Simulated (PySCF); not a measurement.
BGeH5NSi, BGeH4N2 (calculated)

Computed with PySCF 2.14.0. Calculation on a computer-drawn molecule: the log of a Hartree-Fock and frozen-core CCSD(T) single point meant for a local Hartree-Fock minimum, with one planted fault or none, to be diagnosed. Offsets are logged minus clean, where the clean run is the same molecule without the fault. The reference is restricted for singlets and unrestricted otherwise, and also for a bond in bohr or an excited solution. Adding or removing an electron swaps singlet and doublet. The excited solution moves the top pair (singlet) or top alpha electron (doublet) to the lowest empty orbital. Highest occupied and lowest empty are orbital energies over both spins, largest force is the largest gradient component, triples share is (T) over the correlation energy, the T1 limit is 0.02 restricted and 0.045 unrestricted, electrons count all cores, a negative frequency is imaginary (commonest isotopes), and the dipole is about the centre of nuclear charge; on germanium a core potential holds 10 electrons, which the energies leave out, and 3d is frozen in MP2 and coupled-cluster steps.

Common to all runs: meant basis and core potential on germanium cc-pVDZ-PP ECP10MDF; logged SCF converged yes; logged CC converged yes; logged SCF stable within its kind yes; possible faults no fault, one electron removed, one electron added, multiplicity raised by two, geometry at a saddle point, SCF held on an excited solution, minimal basis STO-3G, one bond length entered in bohr, all coordinates scaled.

```json
{"entry": 1, "formula": "BGeH5NSi", "logged_structure": {"atoms_angstrom": [["N", 1.0693, 2.3263, 1.0801], ["B", 0.9598, 1.1428, 0.7646], ["Si", 0.7413, -0.7546, 0.1985], ["Ge", -2.9455, -2.8107, 1.864], ["H", 1.1644, 3.2727, 1.3378], ["H", 1.9876, -1.5212, 0.4294], ["H", -2.8711, -2.9461, 3.3891], ["H", -3.064, -4.209, 1.2503], ["H", -4.189, -1.9962, 1.4985]]}, "given": {"meant_charge": 0, "meant_multiplicity": 2, "meant_basis": "cc-pV(D+d)Z", "logged_electrons": 63, "logged_basis_functions": 99, "logged_spin_squared": 1.7333, "logged_highest_occupied [eV]": -8.535, "logged_lowest_empty [eV]": 0.30956, "logged_largest_force [hartree/bohr]": 0.0095822, "logged_T1_diagnostic": 0.018933, "logged_D1_diagnostic": 0.061465, "logged_triples_share": 0.032912, "logged_dipole_magnitude [debye]": 0.31132, "logged_energy_HF [hartree]": -664.25521, "logged_energy_CCSD(T) [hartree]": -664.72002, "drawn_bonds_atom": [1, 2, 3, 1, 3, 4, 4, 4], "drawn_bonds_other_atom": [2, 3, 4, 5, 6, 7, 8, 9], "drawn_bonds_order": [2, 1, 1, 1, 1, 1, 1, 1]}, "results": {"planted_fault": "one bond length entered in bohr, row 3 of the drawn bonds", "HF_energy_offset_from_clean_run [kcal/mol]": 51.87, "CCSD(T)_energy_offset_from_clean_run [kcal/mol]": 66.97}}
{"entry": 2, "formula": "BGeH5NSi", "logged_structure": {"atoms_angstrom": [["N", 1.0693, 2.3263, 1.0801], ["B", 0.9598, 1.1428, 0.7646], ["Si", 0.7413, -0.7546, 0.1985], ["Ge", -1.2096, -1.8426, 1.0799], ["H", 1.1644, 3.2727, 1.3378], ["H", 1.9876, -1.5212, 0.4294], ["H", -1.1353, -1.978, 2.6049], ["H", -1.3282, -3.241, 0.4662], ["H", -2.4532, -1.0282, 0.7143]]}, "given": {"meant_charge": 0, "meant_multiplicity": 2, "meant_basis": "cc-pV(D+d)Z", "logged_electrons": 62, "logged_basis_functions": 99, "logged_spin_squared": 0.0, "logged_highest_occupied [eV]": -16.187, "logged_lowest_empty [eV]": -6.8481, "logged_largest_force [hartree/bohr]": 0.048045, "logged_T1_diagnostic": 0.022123, "logged_D1_diagnostic": 0.076423, "logged_triples_share": 0.037381, "logged_dipole_magnitude [debye]": 3.7057, "logged_energy_HF [hartree]": -664.04881, "logged_energy_CCSD(T) [hartree]": -664.53606, "drawn_bonds_atom": [1, 2, 3, 1, 3, 4, 4, 4], "drawn_bonds_other_atom": [2, 3, 4, 5, 6, 7, 8, 9], "drawn_bonds_order": [2, 1, 1, 1, 1, 1, 1, 1]}, "results": {"planted_fault": "one electron removed", "HF_energy_offset_from_clean_run [kcal/mol]": 181.4, "CCSD(T)_energy_offset_from_clean_run [kcal/mol]": 182.4}, "notes": ["T1 above single-reference limit"]}
{"entry": 3, "formula": "BGeH4N2", "logged_structure": {"atoms_angstrom": [["N", -1.4273, 0.443, 2.2837], ["B", -0.5146, 1.1596, 1.9301], ["Ge", 0.9942, 2.3557, 1.3469], ["N", 2.3662, 1.6469, 0.5706], ["H", -2.1752, -0.1407, 2.574], ["H", 1.0568, 3.8498, 1.5207], ["H", 2.455, 0.6612, 0.3912], ["H", 3.1553, 2.1841, 0.2532]]}, "given": {"meant_charge": 1, "meant_multiplicity": 1, "meant_basis": "cc-pVDZ", "logged_electrons": 55, "logged_basis_functions": 85, "logged_spin_squared": 0.7716, "logged_highest_occupied [eV]": -6.2786, "logged_lowest_empty [eV]": 2.2651, "logged_largest_force [hartree/bohr]": 0.047789, "logged_T1_diagnostic": 0.017341, "logged_D1_diagnostic": 0.060418, "logged_triples_share": 0.032248, "logged_dipole_magnitude [debye]": 1.4754, "logged_energy_HF [hartree]": -429.26157, "logged_energy_CCSD(T) [hartree]": -429.80482, "drawn_bonds_atom": [1, 2, 3, 1, 3, 4, 4], "drawn_bonds_other_atom": [2, 3, 4, 5, 6, 7, 8], "drawn_bonds_order": [2, 1, 1, 1, 1, 1, 1]}, "results": {"planted_fault": "one electron added", "HF_energy_offset_from_clean_run [kcal/mol]": -128.8, "CCSD(T)_energy_offset_from_clean_run [kcal/mol]": -129.0}}
```
